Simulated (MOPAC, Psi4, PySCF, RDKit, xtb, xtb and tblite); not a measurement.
Two geometries of SMILES SC[SeH] (CH₄SSe), relaxed at GFN2-xTB with one dihedral held; other torsions can differ between them too.

Structure A

```
7

S     -1.0815    -1.1764    -0.1944
C      0.4817    -0.2725    -0.1219
Se     0.2687     1.6132     0.5131
H     -1.3165    -1.1624     1.1165
H      0.8732    -0.2523    -1.1373
H      1.1704    -0.7780     0.5511
H      1.5847     1.6698     1.1127
```

Structure B

```
7

S     -1.0874    -1.1815    -0.1754
C      0.4770    -0.2726    -0.1007
Se     0.3213     1.6176     0.5253
H     -1.3230    -1.1768     1.1352
H      0.8529    -0.2459    -1.1218
H      1.1775    -0.7869     0.5515
H      1.1875     1.4365     1.6703
```

Question: Which is lower in energy at the level DF-MP2 (frozen core)/cc-pVTZ // GFN2-xTB (Psi4 1.11), and by how much?

Answer: A is lower, by 0.55 kcal/mol (dihedral S1–C2–Se3–H7: 150° in A, 120° in B).

E(B) − E(A) in kcal/mol at the other levels, on the same two geometries: GFN2-xTB (xtb and tblite) -0.14; PBE0/def2-TZVP // GFN2-xTB (Psi4) 0.44; PBE0-D3(BJ)/def2-TZVP // GFN2-xTB (Psi4) 0.43; PBE/def2-TZVP // GFN2-xTB (Psi4) 0.35; PBE-D3(BJ)/def2-TZVP // GFN2-xTB (Psi4) 0.35; M06-2X/def2-TZVP // GFN2-xTB (Psi4) 0.47; HF/cc-pVTZ // GFN2-xTB (Psi4) 0.66; UFF // GFN2-xTB (RDKit) 1.05; PM3, restricted, heats of formation // GFN2-xTB (MOPAC) 0.65; PM6, restricted, heats of formation // GFN2-xTB (MOPAC) -0.45; GFN1-xTB // GFN2-xTB (xtb) -0.03; restricted B3LYP/6-31G*, spherical d // GFN2-xTB (PySCF) 0.47; restricted Hartree-Fock/3-21G // GFN2-xTB (PySCF) 0.42; restricted Hartree-Fock/6-31G*, spherical d // GFN2-xTB (PySCF) 0.69; restricted MP2 (frozen core)/3-21G // GFN2-xTB (PySCF) 0.42.
